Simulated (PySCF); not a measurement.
**Tm(II) with more and more H2O**

Computed with PySCF 2.14.0, PBE0, def2-SVP on the ligands, density fitting, scalar-relativistic core potentials, no spin-orbit coupling, vacuum. The metal has lcecp-0-SVP with ECP59. Each complex is relaxed within the symmetry of its template. Distances are means of the shortest metal–ligand contacts, charges and spins Mulliken's; removal energies are rigid, with the ligand's formal charge and no counterpoise, so too large; for an anion taken off a cation in vacuum most of it is the attraction of opposite charges, and multiply charged cations can part far more cheaply with an electron moved from ligand to metal. lcecp potentials hold a fixed number of 4f electrons in the core, out of states, spins and gaps.

**Question.** Order these by the metal–ligand distance, lowest first.
A. [Tm(H2O)4]2+
B. [Tm(H2O)]2+
C. [Tm(H2O)2]2+
D. [Tm(H2O)3]2+

**Answer.** B (2.353), C (2.398), D (2.411), A (2.433).

**Question.** What else do they give?

**Answer.** 
```json
{"complex": "[Tm(H2O)]2+", "point group": "C2v", "M–H2O (Å)": "2.353", "charge on M (e)": "1.76", "removal of one H2O (eV)": "2.59", "strongest infrared band, degenerate modes summed (cm⁻¹)": "576", "unstable modes (below −25 cm⁻¹)": "0"}
{"complex": "[Tm(H2O)2]2+", "point group": "D2d", "M–H2O (Å)": "2.398", "charge on M (e)": "1.56", "removal of one H2O (eV)": "2.30", "strongest infrared band, degenerate modes summed (cm⁻¹)": "562", "unstable modes (below −25 cm⁻¹)": "0 (lowest -15 cm⁻¹, within noise)"}
{"complex": "[Tm(H2O)3]2+", "point group": "D3", "M–H2O (Å)": "2.411", "charge on M (e)": "1.38", "removal of one H2O (eV)": "2.10", "strongest infrared band, degenerate modes summed (cm⁻¹)": "3824", "unstable modes (below −25 cm⁻¹)": "0 (lowest -19 cm⁻¹, within noise)"}
{"complex": "[Tm(H2O)4]2+", "point group": "S4", "M–H2O (Å)": "2.433", "charge on M (e)": "1.21", "removal of one H2O (eV)": "1.91", "strongest infrared band, degenerate modes summed (cm⁻¹)": "–", "unstable modes (below −25 cm⁻¹)": "1 (soft)"}
```

The more ligands, the longer each bond and the weaker the last ligand is held.

Members with unstable modes aren't minima as they stand: saddle points kept by symmetry or, where the modes are soft, flat surfaces and noise. Moved off a saddle point of the template and relaxed again: [Tm(H2O)3]2+, [Tm(H2O)4]2+. One start shape was tried for each, so a minimum needn't be the lowest isomer.
